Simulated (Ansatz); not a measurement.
```yaml
atoms:
  - { symbol: Li, position_ang: [2.9900, 0.0000, 0.0000] }
  - { symbol: Li, position_ang: [1.4950, 2.5894, 0.0000] }
  - { symbol: Li, position_ang: [-1.4950, 2.5894, 0.0000] }
  - { symbol: Li, position_ang: [-2.9900, 0.0000, 0.0000] }
  - { symbol: Li, position_ang: [-1.4950, -2.5894, 0.0000] }
  - { symbol: Li, position_ang: [1.4950, -2.5894, 0.0000] }
```

Basis set: def2-SVP (spherical functions). All electrons are correlated. Charge 0, multiplicity 1.

Computed with Ansatz (development build ahead of 0.2.0); each method stands on the lowest determinant of its kind that the runs found. Restricted open shells among the atoms or ions are ROHF, correlated in semicanonical orbitals with singles.

The atomization energy at this shape (free ground-state atoms in the same class of orbitals less the molecule, no zero-point energy) of singlet Li6:

```json
{"method": "RHF", "atomization energy": "7.98 kcal/mol"}
```

Question: What does RHF-MP2 give?

Answer: 53.06 kcal/mol.
